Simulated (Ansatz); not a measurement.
`[BH2-]1[Br+][BH2-][Br+]1` at its PBE0-D4/def2-TZVP geometry, where that method's forces vanish. Total charge 0; spin multiplicity 1.

```csv
atom,x (Å),y (Å),z (Å)
B1,-0.003,-0.777,-1.115
Br2,-1.288,0.798,-0.548
B3,0.024,0.791,1.105
Br4,0.673,-1.200,0.839
H5,-0.646,-1.689,-1.519
H6,0.906,-0.301,-1.714
H7,0.937,1.504,0.842
H8,-0.602,0.873,2.110
```

For each bond, give half the difference of the two atoms' forces along it (eV/Å; positive pushes the atoms apart) under PBE-D4, r2SCAN-D4, B3LYP-D4, ωB97M-V in def2-TZVPP. (An estimate is asked.)

Ansatz gave: 
```csv
bond,length (Å),PBE-D4,r2SCAN-D4,B3LYP-D4,ωB97M-V
B1–Br2,2.110,0.09,0.16,0.31,0.12
B1–Br4,2.110,0.09,0.16,0.31,0.12
B1–H5,1.187,0.07,-0.07,-0.21,-0.15
B1–H6,1.188,0.06,-0.08,-0.18,-0.15
Br2–B3,2.110,0.09,0.16,0.31,0.12
B3–Br4,2.110,0.09,0.16,0.31,0.12
B3–H7,1.188,0.06,-0.08,-0.18,-0.15
B3–H8,1.187,0.07,-0.07,-0.21,-0.15
```

B3LYP here is the variant with VWN-RPA as its local correlation; programs differ in this.
